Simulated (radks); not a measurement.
Values are calculated unless marked as measured or tabulated.
Problem. Radial electron density D(r) = 4 pi r^2 rho(r) of an atom or ion with 14 electrons. Code: a radial shooting solver on a logarithmic mesh with Libxc functionals. Model: non-relativistic Kohn-Sham, PBE, spin-polarised, spherical densities, point nucleus.

r (bohr)  D(r) (e/bohr)   spin D(r)
0.006326          2.085   -0.000128
0.007132          2.567   -0.000147
0.008042          3.146   -0.000163
0.008995          3.789   -0.000171
0.01014           4.601   -0.000166
0.01134           5.486   -0.000137
0.01279           6.583  -0.0000609
0.01431           7.752   0.0000774
0.01613           9.164    0.000341
0.01804           10.62    0.000755
0.02034           12.32     0.00147
0.02293           14.13     0.00262
0.02565           15.88     0.00427
0.02892           17.74     0.00695
0.03235           19.39      0.0107
0.03648           20.97      0.0165
0.0408            22.16      0.0243
0.046             23.05      0.0361
0.05145           23.42      0.0515
0.05801           23.29      0.0739
0.06541           22.61       0.104
0.07316           21.55       0.141
0.08249           20.14       0.190
0.09226           18.76       0.247
0.104             17.51       0.318
0.1164            16.80       0.392
0.1312            16.75       0.474
0.1467            17.45       0.547
0.1654            18.90       0.609
0.1865            20.80       0.641
0.2086            22.55       0.632
0.2352            23.89       0.570
0.2631            24.21       0.463
0.2967            23.26       0.310
0.3318            21.14       0.158
0.3741            17.83      0.0286
0.4185            14.26     -0.0115
0.4718            10.57      0.0795
0.532             7.609       0.336
0.595             5.813       0.716
0.6709            4.922        1.22
0.7504            4.787        1.70
0.8461            4.924        2.10
0.9464            4.917        2.27
1.067             4.508        2.17
1.193             3.744        1.86
1.346             2.706        1.38
1.517             1.700       0.891
1.697            0.9631       0.520
1.913            0.4492       0.251
2.14             0.1883       0.109
2.413           0.06139      0.0374
2.699           0.01773      0.0113
3.043          0.003711     0.00248
3.404         0.0006789    0.000476

What is the nuclear charge?

Solution. Z = 20. The innermost maximum, from 1s, lies near 1/Z = 0.05 bohr (found: 0.0531), and its height grows with Z. The density is that of the calcium ion Ca6+ in [Ne] 3s2 3p2; the configuration itself is not fixed sharply by these data, and Z only to about a unit. D(r) has 3 maxima, at r = 0.0531, 0.257, 0.895 bohr, and minima at 0.125, 0.733 bohr, inside which lie 2.17, 10.50 electrons.
